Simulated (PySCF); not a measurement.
Electron correlation in Mg²⁺ (magnesium, charge +2)

[Ne], closed-shell 1S. Calculation: PySCF 2.14, in pcseg-2 (5s3p1d, 19 functions); the non-relativistic Hamiltonian (point nucleus). Frozen: [He] 2s2; 6 electrons correlated.

Total MP2 correlation energy: -5.64 mhartree.

Same-spin part -1.20 and opposite-spin part -4.44 mhartree; SCS-MP2 scales them by 1/3 and 6/5 to -5.72 mhartree.

```csv
level,correlation energy (mhartree)
CCSD,-5.82
(T),-0.08
CCSD(T),-5.90
```

Diagnostics: T1 = 0.0015, D1 = 0.0021, largest double amplitude 0.005.

Cost of the coupled-cluster step: 0.07 s of wall time on 1 thread of Neoverse-N1 (shared host), for 6 correlated electrons.
